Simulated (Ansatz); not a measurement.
CH₅GaOSi (`O=[CH][GaH][SiH3]`) at its PBE0-D4/def2-TZVP geometry, where that method's forces vanish. The species carries charge 0 and has multiplicity 1.

```xyz
9

O     1.3464    1.7075    1.5637
C     1.7279    1.0762    0.6039
Ga    0.1897    0.6738   -0.6344
Si   -1.2587   -1.1885   -0.1423
H     2.8085    0.8123    0.5218
H    -0.1188    1.7483   -1.7388
H    -2.6966   -0.8092   -0.2027
H    -0.9748   -1.7735    1.1954
H    -1.0235   -2.2469   -1.1666
```

What forces (eV/Å) does ωB97M-V/def2-TZVPP give on these atoms in Ansatz 0.2.0? (Best estimate.)

The calculation gave: 
```
O1  -0.059  0.103  0.166
C2   0.137 -0.176 -0.261
Ga3 -0.109  0.044 -0.013
Si4 -0.038 -0.079  0.005
H5  -0.096  0.050  0.045
H6   0.046 -0.100  0.092
H7   0.178 -0.035  0.004
H8  -0.030  0.072 -0.157
H9  -0.030  0.120  0.119
```
